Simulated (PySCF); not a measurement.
hydrogen selenide (H2Se), singlet, at a GFN2-xTB geometry; PBE0/cc-pVTZ (PySCF).

Input for PySCF:
```python
from pyscf import gto, scf, dft

mol = gto.M(
    atom='''
Se   -0.002122    0.055731   -0.001401
H    -0.991565   -0.986707    0.017580
H     1.063712   -0.908138    0.030069
''',
    basis='cc-pvtz',
    charge=0,
    spin=0,
    verbose=4,
)

mf = dft.RKS(mol)
mf.xc = 'pbe0'
mf.kernel()
mf.analyze()
```

The log (banner, timings and long lists left out):

```
PySCF version 2.14.0

[INPUT] verbose = 4
[INPUT] num. atoms = 3
[INPUT] num. electrons = 36
[INPUT] charge = 0
[INPUT] spin (= nelec alpha-beta = 2S) = 0
[INPUT] symmetry False subgroup None
[INPUT] Mole.unit = angstrom
[INPUT] Symbol           X                Y                Z      unit          X                Y                Z       unit  Magmom
[...]
nuclear repulsion = 25.291909656863
number of shells = 22
number of NR pGTOs = 143
number of NR cGTOs = 71
basis = cc-pvtz
ecp = {}

******** <class 'pyscf.dft.rks.RKS'> ********
method = RKS
initial guess = minao
damping factor = 0
level_shift factor = 0
DIIS = <class 'pyscf.scf.diis.CDIIS'>
diis_start_cycle = 1
diis_space = 8
diis_damp = 0
SCF conv_tol = 1e-09
SCF conv_tol_grad = None
SCF max_cycles = 50
direct_scf = True
direct_scf_tol = 1e-13
XC library pyscf.dft.libxc version 7.1.2
    S. Lehtola, C. Steigemann, M. J. T. Oliveira, and M. A. L. Marques,  SoftwareX 7, 1–5 (2018)
XC functionals = pbe0
    C. Adamo and V. Barone,  J. Chem. Phys. 110, 6158 (1999)
    M. Ernzerhof and G. E. Scuseria,  J. Chem. Phys. 110, 5029 (1999)
radial grids:
    Treutler-Ahlrichs [JCP 102, 346 (1995); DOI:10.1063/1.469408] (M4) radial grids

becke partition: Becke, JCP 88, 2547 (1988); DOI:10.1063/1.454033
pruning grids: <function nwchem_prune>
grids dens level: 3
symmetrized grids: False
atomic radii adjust function: <function treutler_atomic_radii_adjust>
small_rho_cutoff = 0
Set gradient conv threshold to 3.16228e-05
Initial guess from minao.
tot grids = 40040
init E= -2401.59104608599
[...]
cycle= 1 E= -2402.49846454683  delta_E= -0.907  |g|= 0.196  |ddm|= 1.32
[...]
cycle= 2 E= -2402.50296138833  delta_E= -0.0045  |g|= 0.102  |ddm|= 0.289
[...]
cycle= 3 E= -2402.50572701778  delta_E= -0.00277  |g|= 0.0264  |ddm|= 0.114
[...]
cycle= 4 E= -2402.50589980674  delta_E= -0.000173  |g|= 0.0034  |ddm|= 0.0209
[...]
cycle= 5 E= -2402.50590216139  delta_E= -2.35e-06  |g|= 0.000972  |ddm|= 0.00322
[...]
cycle= 6 E= -2402.50590236638  delta_E= -2.05e-07  |g|= 0.00011  |ddm|= 0.00078
[...]
cycle= 7 E= -2402.50590236925  delta_E= -2.87e-09  |g|= 4.14e-06  |ddm|= 9.21e-05
[...]
cycle= 8 E= -2402.50590236924  delta_E= 1.41e-11  |g|= 3.19e-07  |ddm|= 7.01e-06
[...]
Extra cycle  E= -2402.50590236924  delta_E= -7.73e-12  |g|= 2.13e-07  |ddm|= 4.81e-07
converged SCF energy = -2402.50590236924
**** SCF Summaries ****
Total Energy =                       -2402.505902369243813
Nuclear Repulsion Energy =              25.291909656863027
One-electron Energy =                -3395.097111349448824
Two-electron Energy =                  967.299299323342211
Two-electron Coulomb Energy =         1054.901850360178287
DFT Exchange-Correlation Energy =      -87.602551036836047
HOMO-LUMO gap [eV] =                     7.377618352104929
**** MO energy ****
[...]
 ** Mulliken pop on meta-lowdin orthogonal AOs  **
 ** Mulliken pop  **
 ** Mulliken atomic charges  **
charge of    0Se =     -0.14531
charge of    1H =      0.07265
charge of    2H =      0.07265
Dipole moment(X, Y, Z, Debye):  0.03156, -0.82890,  0.02084
```
